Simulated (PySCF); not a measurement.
Stretching GaAs

Set-up: Ga cc-pVDZ-PP with ECP10, As cc-pVDZ-PP with ECP10; scalar-relativistic core potentials (PySCF 2.14). Energies in eV from Ga + As in their ground configurations at the same level. State: ³Σ⁻ (triplet), unpaired electrons π ↑↑.

```csv
R (Å),PBE0
2.223,-1.334
2.326,-1.658
2.430,-1.833
2.507,-1.894
2.585,-1.909
2.663,-1.890
2.766,-1.825
2.895,-1.699
3.050,-1.511
3.257,-1.234
```

**Question.** Put a parabola through the three lowest points of the PBE0 curve and estimate Re, k and ωe (reduced mass 35.9 u; 1 eV/Å² = 0.16022 mdyn/Å; ωe = 1302.8·√(k/μ) cm⁻¹).

**Answer.** Through R = 2.507, 2.585, 2.663 Å the second-order coefficient is 2.79 eV/Å², so Re ≈ 2.580 Å, k ≈ 0.895 mdyn/Å and ωe ≈ 206 cm⁻¹. A polynomial fit of higher order to the unrounded PBE0 energies gives Re = 2.578 Å, k = 0.942 mdyn/Å, ωe = 211 cm⁻¹; anharmonicity and rounding make the difference.

The higher-order fit for each curve: PBE0: Re = 2.578 Å, ωe = 211 cm⁻¹, De = 1.91 eV.

Spin–orbit coupling is left out. The state was picked by a PBE0 search and need not be the measured ground state.
